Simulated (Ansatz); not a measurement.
Mulliken charges of BFGeH₄S, SMILES `F[BH][GeH2][SH]` from ωB97M-V/def2-TZVPP in Ansatz (PBE0-D4/def2-TZVP geometry).

| atom | x (Å) | y (Å) | z (Å) | charge (e) |
| --- | --- | --- | --- | --- |
| F1 | -1.867 | -1.172 | 0.571 | -0.188 |
| B2 | -0.869 | -0.443 | 1.030 | 0.214 |
| Ge3 | 0.171 | 0.799 | -0.270 | 0.050 |
| S4 | 1.866 | -0.506 | -0.950 | -0.304 |
| H5 | -0.550 | -0.605 | 2.175 | 0.043 |
| H6 | -0.609 | 1.311 | -1.495 | 0.029 |
| H7 | 0.879 | 1.971 | 0.424 | 0.036 |
| H8 | 1.070 | -1.412 | -1.542 | 0.120 |

By hand: the dipole of these point charges (1 e Å = 4.8032 D).

Σ q r = (-0.275, 0.233, 0.269) e Å, of length 0.450 e Å = 2.16 D.

How does the dipole of the full density compare? (Estimate.)

Ansatz gave: (-0.228, 0.101, 0.096) e Å, 1.28 D; the point charges give 1.69 times that, at 21° from its direction.

Point charges leave out the atoms' own dipoles, such as those of lone pairs, and Mulliken's split depends on the basis, so the two needn't agree.
